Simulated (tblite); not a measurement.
C5H11GaN2.
SMILES with atom numbers: `[CH3:1][C:2]#[C:3][Ga:4]([NH:5][CH3:6])[NH:7][CH3:8]` (hydrogens: H9, H10, H11 on C1; H12 on N5; H13, H14, H15 on C6; H16 on N7; H17, H18, H19 on C8)

Computed with GFN2-xTB (tblite), gas phase: L-BFGS steps from a force-field or distance-geometry start until the largest atomic force falls under 0.01 eV/Å.

Step 165: E = -633.2397 eV
```
atom  x, y, z in Å  |  force x, y, z in eV/Å
C1      3.4745   -1.5326    0.0147    0.000  -0.001   0.000
C2      2.1474   -0.9526    0.0359    0.036  -0.009  -0.010
C3      1.0405   -0.4646    0.0500   -0.034   0.021   0.003
Ga4    -0.7370    0.3254    0.0807   -0.005   0.009   0.003
N5     -2.2482   -0.6836    0.2810   -0.028  -0.002  -0.038
C6     -2.3657   -2.1234    0.4604    0.005  -0.001   0.014
N7     -1.0080    2.1310    0.0104   -0.010   0.023  -0.008
C8     -0.0690    3.2014   -0.2908   -0.003   0.029   0.011
H9      4.2182   -0.7685    0.2400   -0.003   0.006   0.001
H10     3.6838   -1.9498   -0.9703   -0.012   0.003   0.004
H11     3.5474   -2.3264    0.7579   -0.010   0.000   0.000
H12    -3.1533   -0.2577    0.1098    0.015  -0.004   0.043
H13    -2.9044   -2.3648    1.3834   -0.021  -0.008   0.025
H14    -1.3652   -2.5538    0.5311    0.027   0.005  -0.007
H15    -2.8885   -2.6020   -0.3748    0.011  -0.003  -0.026
H16    -1.9505    2.4898    0.1228    0.007  -0.013  -0.016
H17    -0.3193    3.7113   -1.2292    0.006  -0.004  -0.002
H18     0.9316    2.7786   -0.3893    0.023  -0.037  -0.004
H19    -0.0442    3.9516    0.5084   -0.004  -0.014   0.005
```

Step 166: E = -633.2400 eV
```
atom  x, y, z in Å  |  force x, y, z in eV/Å
C1      3.4729   -1.5314    0.0130   -0.007   0.002   0.002
C2      2.1446   -0.9548    0.0368    0.022   0.004  -0.001
C3      1.0378   -0.4665    0.0570   -0.038   0.024   0.000
Ga4    -0.7389    0.3265    0.0837   -0.007   0.013   0.000
N5     -2.2494   -0.6864    0.2692   -0.046   0.022  -0.036
C6     -2.3648   -2.1246    0.4600    0.020  -0.011   0.005
N7     -1.0086    2.1334    0.0124    0.000   0.021  -0.013
C8     -0.0662    3.2019   -0.2878    0.001   0.016   0.005
H9      4.2139   -0.7647    0.2382    0.002   0.001  -0.006
H10     3.6800   -1.9477   -0.9726    0.000   0.003  -0.001
H11     3.5489   -2.3252    0.7554   -0.008  -0.007   0.006
H12    -3.1568   -0.2595    0.1090    0.040  -0.019   0.048
H13    -2.8902   -2.3623    1.3915   -0.039  -0.004   0.024
H14    -1.3631   -2.5543    0.5225    0.021   0.009  -0.021
H15    -2.8973   -2.6071   -0.3672    0.019  -0.003  -0.007
H16    -1.9526    2.4924    0.1103    0.008  -0.012  -0.014
H17    -0.3075    3.7065   -1.2319    0.008  -0.012   0.016
H18     0.9349    2.7763   -0.3752    0.009  -0.025  -0.001
H19    -0.0474    3.9567    0.5077   -0.005  -0.023  -0.005
```

Q: Estimate the geometry and energy of step 167. (The exact step hangs on the optimiser's Hessian estimate; all steps are aligned on step 166, rigid shifts and turns removed.)

A: E = -633.2405 eV, largest force 0.063 eV/Å
```
atom  x, y, z in Å  |  force x, y, z in eV/Å
C1      3.4716   -1.5305    0.0113   -0.012   0.003   0.004
C2      2.1435   -0.9542    0.0373   -0.015   0.026   0.011
C3      1.0374   -0.4642    0.0648   -0.018   0.014  -0.005
Ga4    -0.7399    0.3283    0.0891   -0.009   0.019  -0.005
N5     -2.2493   -0.6887    0.2606   -0.034   0.030  -0.029
C6     -2.3641   -2.1256    0.4600    0.041  -0.011  -0.006
N7     -1.0110    2.1356    0.0107    0.049  -0.013  -0.018
C8     -0.0645    3.2019   -0.2865    0.002  -0.015   0.008
H9      4.2124   -0.7635    0.2364    0.004  -0.005  -0.012
H10     3.6753   -1.9464   -0.9747    0.012   0.002  -0.007
H11     3.5482   -2.3245    0.7532   -0.004  -0.011   0.009
H12    -3.1573   -0.2609    0.1084    0.031  -0.017   0.046
H13    -2.8859   -2.3598    1.3938   -0.053  -0.005   0.034
H14    -1.3617   -2.5542    0.5222    0.016   0.010  -0.026
H15    -2.8979   -2.6115   -0.3644    0.017  -0.007  -0.004
H16    -1.9544    2.4941    0.1039   -0.031   0.012  -0.010
H17    -0.3006    3.7054   -1.2321    0.004  -0.004   0.012
H18     0.9354    2.7717   -0.3706    0.000  -0.012   0.005
H19    -0.0470    3.9562    0.5090    0.000  -0.015  -0.006
```

The energy changes by -0.0004 eV. The first-order estimate −F·Δx gives -0.0006 eV and the mean of the old and new forces, exact on a quadratic surface, -0.0004 eV. The step makes an angle of 79° with the force vector and moves no atom by more than 0.009 Å.

The cost below is that of the whole relaxation. On an Arm Neoverse N1 with one thread (shared host), this took 2.5 s.
